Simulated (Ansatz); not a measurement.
Calculated with Ansatz (gas phase, PBE0-D4/def2-TZVP geometries, no zero-point term in ΔE). CCSD(T)/CBS is the MP2 limit (def2-TZVPP, def2-QZVPP) plus CCSD(T) − MP2 in def2-TZVPP, frozen cores. DFT in def2-TZVPP. Each species was taken in one conformer, which may not be the lowest.

`OB1CO1` + `OCOC[SiH3]` → `[SiH3]B1CO1` + `OCOCO`  (formal exchange of groups at a B–O bond)

`OB1CO1`:

Cartesian coordinates in Å:
```
O 0.916 0.672 1.423
B 0.215 0.390 0.316
C -0.482 -0.426 -0.743
O -0.366 1.079 -0.668
H 1.186 -0.107 1.915
H -1.508 -0.769 -0.640
H 0.039 -0.839 -1.603
```

`OCOC[SiH3]`:

Z-matrix (Å, degrees):
```
C
O 1 1.394
O 1 1.397 2 113.1
H 1 1.096 2 111.6 3 118.5
H 1 1.095 2 105.2 3 -122.4
C 2 1.426 1 113.6 3 -68.2
H 3 0.962 1 108.0 2 -63.2
Si 6 1.896 2 112.2 1 -87.1
H 6 1.096 2 110.6 1 38.3
H 6 1.094 2 106.7 1 153.9
H 8 1.486 6 109.8 2 -61.6
H 8 1.488 6 109.2 2 178.6
H 8 1.487 6 111.1 2 58.6
```

`[SiH3]B1CO1`:

Cartesian coordinates in Å:
```
Si 0.890 -1.146 0.770
B -0.301 0.262 0.005
C -0.855 1.235 -1.023
O -1.345 1.009 0.364
H 0.794 -2.367 -0.075
H 2.295 -0.659 0.732
H 0.530 -1.490 2.170
H -1.574 0.930 -1.778
H -0.435 2.227 -1.164
```

`OCOCO`:

```xyz
11

O     0.359   -1.711   -0.674
C     0.246   -1.086    0.565
O    -0.787   -0.130    0.621
C    -0.689    0.893   -0.323
O     0.502    1.622   -0.231
H     0.978   -1.218   -1.218
H    -0.036   -1.844    1.295
H     1.197   -0.621    0.851
H    -0.712    0.494   -1.341
H    -1.569    1.519   -0.156
H     0.510    2.083    0.613
```

CCSD(T)/CBS gives +149.1 kJ/mol.

Question: Another level gave +142.1 kJ/mol. Which?
A. CCSD(T)/def2-TZVPP
B. MP2/def2-TZVPP
C. PBE-D4/def2-TZVPP
D. B2PLYP/def2-TZVPP

Answer: C. PBE-D4 142.1, B2PLYP 151.4, MP2/def2-TZVPP 155.6, CCSD(T)/def2-TZVPP 146.6 kJ/mol.

Largest T1 diagnostic among the species: 0.016.

From PBE to PBE0 (25 % exact exchange), in def2-TZVPP and without D4, ΔE moves by +3.2 kJ/mol.
